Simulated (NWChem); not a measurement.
C₂H₄F₂OSi; SMILES [Si]1(COC1)(F)F

```xyz
10

F      0.0000     1.2819     1.4085
Si     0.0000     0.0000     0.4289
F      0.0000    -1.2819     1.4085
C     -1.1534     0.0000    -1.0473
O      0.0000     0.0000    -1.9025
C      1.1534     0.0000    -1.0473
H     -1.7791    -0.8954    -1.2076
H     -1.7791     0.8954    -1.2076
H      1.7791     0.8954    -1.2076
H      1.7791    -0.8954    -1.2076
```
Atoms are numbered in this order, from 1.

Computed with NWChem. All runs use the structure optimised with PBE0/def2-SVP. Atomic charges in e: unrestrained fits to the electrostatic potential beside Mulliken populations; buried atoms are poorly determined by the fit.

**Question.** Estimate the computed values for B3LYP/def2-SVP. Quantities: ESP F1; Mulliken F1; ESP Si2; Mulliken Si2; ESP F3; Mulliken F3; ESP C4; Mulliken C4; ESP O5; Mulliken O5; relative RMS misfit of the potential (%).

**Answer.** 
```json
{
  "ESP F1": "-0.30",
  "Mulliken F1": "-0.31",
  "ESP Si2": "0.76",
  "Mulliken Si2": "0.87",
  "ESP F3": "-0.30",
  "Mulliken F3": "-0.31",
  "ESP C4": "0.04",
  "Mulliken C4": "-0.02",
  "ESP O5": "-0.36",
  "Mulliken O5": "-0.40",
  "relative RMS misfit of the potential (%)": "29"
}
```
